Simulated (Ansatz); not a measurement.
Relaxation of Cl$_{3}$F$_{2}$Si (6 atoms, charge 0, multiplicity 2), to a largest force component of 0.03 eV/Å in at most 50 steps.

Theory: Ansatz, UKS B3LYP/def2-SVP.

```xyz
6
Properties=species:S:1:pos:R:3
Si 0.004 0.000 -0.108
F 0.017 0.000 1.494
Cl 1.933 0.000 -0.757
Cl -0.967 1.674 -0.737
Cl -0.967 -1.674 -0.737
F -0.018 0.000 3.838
```

Q: Where does it end, and by what steps?

A: It converged. After 2 steps the energy has fallen by 0.004 eV; F6 moved furthest, 0.05 Å.

```
step  energy less start (eV)  largest force component (eV/Å)  accepted
   0                  0.0000                           0.346       yes
   1                 -0.0027                           0.216       yes
   2                 -0.0043                           0.015       yes
```

```xyz
6
Properties=species:S:1:pos:R:3
Si 0.005 0.000 -0.123
F 0.018 0.000 1.488
Cl 1.939 0.000 -0.770
Cl -0.970 1.680 -0.747
Cl -0.970 -1.680 -0.747
F -0.020 0.000 3.891
```

Whether the end is a true minimum wasn't checked by a vibrational analysis.

Run time: 26 s on 4 threads of Intel(R) Xeon(R) CPU @ 2.80GHz (Skylake/Cascade Lake), on a shared host, peak memory 0.44 GiB.
